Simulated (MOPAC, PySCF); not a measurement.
CH9NSi2, SMILES `N([SiH3])([SiH3])C`, neutral singlet in the gas phase. 

Z-matrix (Å, degrees):
```
N
C 1 1.4616
H 2 1.0946 1 110.80
H 2 1.0946 3 106.94 1 -120.84
H 2 1.0962 3 107.84 4 -115.75
Si 1 1.7253 2 116.85 3 34.68
Si 1 1.7253 2 116.85 3 -153.21
H 7 1.4833 1 108.56 2 175.11
H 6 1.4833 1 108.56 2 -175.10
H 6 1.4898 9 110.51 1 -120.02
H 7 1.4898 8 110.51 1 120.02
H 7 1.4918 8 109.08 11 117.26
H 6 1.4918 9 109.08 10 -117.26
```
Charge 0, multiplicity 1.

All levels are single points at this geometry (PBE0-D4/def2-TZVP); Pople sets use spherical d functions. Orbital energies aren't observables, and empty levels follow the basis.

| level | HOMO (eV) | LUMO (eV) | gap (eV) | dipole (D) | vertical IE, Delta-SCF (eV) |
|---|---|---|---|---|---|
| B3LYP-D3(BJ)/def2-TZVP in PySCF | -6.87 | -0.09 | 6.79 | 0.88 | 8.96 |
| PBE-D3(BJ)/def2-TZVP in PySCF | -5.79 | -0.75 | 5.04 | 0.90 | 8.73 |
| PBE0-D4/def2-TZVP in PySCF | -7.08 | 0.10 | 7.19 | 0.89 | 8.97 |
| B3LYP/3-21G in PySCF | -6.26 | 0.77 | 7.03 | 0.78 | – |
| B3LYP/6-311+G** in PySCF | -6.82 | -0.30 | 6.52 | 0.76 | – |
| B3LYP/LANL2DZ in PySCF | -6.34 | 0.51 | 6.85 | 0.58 | – |
| BP86/6-31G* in PySCF | -5.63 | -0.35 | 5.28 | 0.85 | – |
| M06-2X/6-31G* in PySCF | -8.12 | 1.33 | 9.46 | 0.78 | – |
| SVWN5/6-31G* in PySCF | -5.56 | -0.56 | 5.00 | 0.84 | 8.66 |
| HF/6-31G* in PySCF | -10.15 | 3.81 | 13.95 | 0.82 | 8.03 |
| HF/STO-3G in PySCF | -7.16 | 12.49 | 19.64 | 0.11 | – |
| AM1 in MOPAC | -9.40 | 1.39 | 10.79 | 0.51 | – |
| PM6 in MOPAC | -9.79 | 0.09 | 9.88 | 1.62 | – |
